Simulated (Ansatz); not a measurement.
Reaction (ligand exchange at the Si–S bond): `N[SiH2]S[SiH](N)O` + NH₃ → `N[SiH](N)O` + `N[SiH2]S`

Program: Ansatz. Geometries: PBE0-D4/def2-TZVP. ΔE: electronic, gas phase. CCSD(T)/CBS is the MP2 limit (def2-TZVPP, def2-QZVPP) plus CCSD(T) − MP2 in def2-TZVPP, frozen cores. This one scheme is used for every species. Functionals use def2-TZVPP. One conformer a species, not always the lowest.

| level | ΔE (eV) |
| --- | --- |
| PBE-D4 | 0.37 |
| PBE0-D4 | 0.32 |
| ωB97X-V | 0.20 |
| PBE0 | 0.23 |
| HF/def2-TZVPP | -0.09 |
| CCSD/def2-TZVPP | 0.13 |
| SCS-MP2/def2-QZVPP | 0.17 |
| MP2/CBS(def2) | 0.27 |

(1) What does CCSD(T)/CBS give? (Estimate.)

Largest T1 diagnostic among the species: 0.012.

Results:

(1) The calculation gave: +0.22 eV. The listed levels differ from it by 0.15, 0.10, -0.02, 0.01, -0.31, -0.09, -0.05, 0.05 eV.

In def2-TZVPP, CCSD(T) changes the Hartree–Fock value by +0.29 eV (the triples alone add +0.07 eV) and MP2 by +0.35 eV. From PBE to PBE0 (25 % exact exchange), in def2-TZVPP and without D4, ΔE moves by −0.04 eV. The D4 term adds +0.15 eV with B3LYP and +0.09 eV with PBE0; it sums over pairs of atoms, weighted by their polarisabilities, and B3LYP, whose exchange is more repulsive, gets the larger term.

B3LYP here is the variant with VWN-RPA as its local correlation; programs differ in this.
